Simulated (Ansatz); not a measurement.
**Ligand exchange: C4H9Br + GaHBr2 → C4H10 + GaBr3**

Gas-phase species: C4H9Br (2-bromo-2-methylpropane) `CC(C)(C)Br`, singlet; GaHBr2 `[Br][GaH][Br]`, singlet; C4H10 (isobutane) `CC(C)C`, singlet; GaBr3 `[Br][Ga]([Br])[Br]`, singlet. The partners trade Br for H: C–Br and Ga–H bonds give way to C–H and Ga–Br.

Shapes, held fixed at every level: PBE0-D4/def2-TZVP. Programs: Ansatz 0.2.0. The zero-point and thermal change to 298 K, harmonic and unscaled (PBE0-D4/def2-TZVP), is +11.1 kJ/mol.

Estimate ΔH(298 K) of this reaction.

The highest level, CCSD(T)/def2-TZVPP, gives ΔH(298 K) = -138.7 kJ/mol; the levels span -160.8 to -137.4. The column of differences is taken from that level and isn't an error. No measured value is set beside it here. Relativity is left out for Br, Ga. Outer-core shells of Br, Ga are correlated, in sets that cover them unevenly.

```csv
level,kind,ΔH(298 K) (kJ/mol),less CCSD(T)/def2-TZVPP
HF/def2-TZVPP,Hartree–Fock,-160.8,-22.1
r2SCAN-D4/def2-TZVPP,meta-GGA,-139.2,-0.5
B3LYP-D4/def2-TZVPP,global hybrid,-141.2,-2.5
wB97M-V/def2-TZVPP,range-separated hybrid,-137.4,+1.3
MP2/def2-TZVPP,perturbation theory,-139.0,-0.3
CCSD(T)/def2-SVP,coupled cluster or CI,-148.7,-10.0
CCSD/def2-SVP,coupled cluster or CI,-152.1,-13.4
CCSD(T)/def2-TZVPP,coupled cluster or CI,-138.7,0.0
```
